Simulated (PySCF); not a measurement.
B(Cl)(vinyl)(OH) (C2H4BClO), SMILES B(Cl)(O)C=C.

Coordinates come from a ωB97X-D3(BJ)/def2-SVP optimisation. The values are those of a single conformer.

Method: ωB97X/def2-TZVP run with PySCF.

The molecule is in vacuum.

| Quantity | Value |
|---|---|
| total energy | -639.01074 hartree |
| point group | Cs |
| highest occupied level | -10.53 eV |
| lowest empty level | 0.82 eV |
| orbital gap | 11.35 eV |
| dipole moment | 0.89 D |
| quadrupole, principal values (traceless, Buckingham form, about the centre of nuclear charge) | -3.93, -3.73, 7.66 D·Å |
| mean static polarisability | 53.1 bohr³ (7.87 Å³) |
| polarisability, principal values | 35.5, 49.5, 74.4 bohr³ |
